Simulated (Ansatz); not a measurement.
Input file for Ansatz (an electronic-structure program): U-PBE/def2-TZVPP on C2H6Zn (SMILES C[CH2][ZnH]), a point of a bond scan (R = 1.916 Å).

Ansatz 0.2 input:
```yaml
crystal:
  periodic: [false, false, false]
  atoms:
    - {symbol: Zn, position_ang: [-0.10398068, 0.14810832, 0.83353139]}
    - {symbol: H, position_ang: [-0.34502961, 0.86439028, 2.18452390]}
    - {symbol: C, position_ang: [0.20220802, -0.76013951, -0.88503749]}
    - {symbol: C, position_ang: [0.18421590, 0.15106074, -2.12117922]}
    - {symbol: H, position_ang: [-1.12281325, -2.13190378, -1.06318341]}
    - {symbol: H, position_ang: [1.16178570, -1.28259314, -0.81912726]}
    - {symbol: H, position_ang: [0.95366748, 0.92470169, -2.06784846]}
    - {symbol: H, position_ang: [-0.77469446, 0.66151920, -2.23669242]}
    - {symbol: H, position_ang: [0.36009488, -0.41279036, -3.04266189]}
basis:
  gaussian:
    orbitals: def2-TZVPP
hamiltonian:
  xc: {name: PBE}
magnetization: {spin_polarized: true, initial_magnetization: 0}
```

The head of its log:

```
WARN ansatz: RAYON_NUM_THREADS=1 ignored (pool sized by the plan → 1); use --threads N
Functional definition: PBE
integrals: 0.12 GiB planned
1213 factors; their error is unknown
mean field: 1.07 GiB planned
mean field evaluation 1: about -50558.9895 eV, gradient 7.1e1 eV
mean field evaluation 2: about -50443.2557 eV, gradient 1.6e2 eV
```

Give the final energy of this run.

-1858.7334 hartree.
